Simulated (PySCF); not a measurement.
C5H11FOSi2.
Atom-mapped SMILES: `[OH:1][CH2:2][C@@H:3]1[SiH2:4][CH:5]=[CH:6][SiH2:7][C@H:8]1[F:9]`

Structure used (GFN2-xTB), in Å, numbered top down from 1:
```
atom  x, y, z in Å
O1     2.771    0.813   -0.241
C2     2.163   -0.463   -0.213
C3     0.680   -0.227   -0.461
Si4    0.288    1.465    0.331
C5    -1.591    1.614    0.466
C6    -2.480    0.645    0.247
Si7   -2.050   -1.111   -0.271
C8    -0.179   -1.349    0.082
F9     0.225   -2.563   -0.496
H10    3.697    0.746    0.015
H11    2.301   -0.927    0.774
H12    2.611   -1.124   -0.966
H13    0.518   -0.163   -1.540
H14    0.770    2.568   -0.498
H15    0.831    1.522    1.696
H16   -1.957    2.594    0.754
H17   -3.537    0.867    0.354
H18   -2.805   -2.093    0.516
H19   -2.279   -1.318   -1.705
H20    0.018   -1.485    1.153
```

Probes without a nucleus sit at each ring's centroid and 1 Å off its mean plane on both sides; NICS is minus the shielding there, NICSzz its component along the normal. Level: GIAO PBE0/pcSseg-1 (PySCF, non-relativistic, gas phase) on the GFN2-xTB geometry, one conformer.

Ring bond lengths (Å), with Mayer bond orders in brackets: C3–Si4 1.909 (0.83), Si4–C5 1.890 (0.86), C5–C6 1.333 (1.95), C6–Si7 1.880 (0.89), Si7–C8 1.919 (0.87), C8–C3 1.514 (1.02).

What do the NICS probes read (ppm)?

```tsv
ring	type	NICS(0)	NICS(1), two faces	NICS(1)zz, two faces	rms pucker (Å)	centre to ring atoms, mean (Å)
C3–Si4–C5–C6–Si7–C8	6-membered ring with 2 Si; formal bonds 1 double, 5 single	-2.0	-2.6 / -1.5	2.5 / 4.0	0.21	1.71
```

What can be read from them?

- C3–Si4–C5–C6–Si7–C8: mean NICS(1)zz 3.3 ppm, deshielded. C3, Si4, Si7, C8 have four or more neighbours, and the NICS criterion for π rings isn't applied.

What field does 14.1 T along the ring normal induce along that normal at the second NICS(1) probe listed for ring C3–Si4–C5–C6–Si7–C8, 1 Å off the ring?

NICSzz × B0 = 4.0 ppm × 14.1 T = 56 μT, along the applied field.

On Arm Neoverse V1, one thread (shared host), this took 51 s of wall time and 0.93 GiB of memory at its peak. This is the whole shielding run at PBE0/pcSseg-1, SCF included.
